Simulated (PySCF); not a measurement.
C4H6ClF, SMILES C1[C@H]([C@]1(F)C)Cl. The structure is a stationary point at B3LYP-D3(BJ)/def2-SVP. The structure was generated by enumeration; whether it is a known compound was not checked.

Calculation: B3LYP-D3(BJ)/def2-SVP in PySCF.

Harmonic wavenumbers (cm⁻¹): 174, 181, 224, 327, 391, 438, 544, 678, 727, 842, 916, 952, 994, 1039, 1076, 1102, 1123, 1239, 1305, 1364, 1412, 1449, 1453, 1486, 3037, 3121, 3126, 3135, 3174, 3230. Rotational constants (GHz): 5.238, 1.914, 1.749; symmetry number 1.

### Question
Work out the zero-point energy and the ideal-gas rigid-rotor harmonic-oscillator thermochemistry at 298.15 K and 1 atm.

### Answer
ZPE = ½ Σ hcν = ½ × 40257 cm⁻¹ = 240.79 kJ/mol. H − E(el) = 259.85 kJ/mol. Entropy in J/(mol K): translation 167.20, rotation 114.26, vibration 49.52, total 330.98. G − E(el) = 161.17 kJ/mol. Cp = 103.17 J/(mol K).
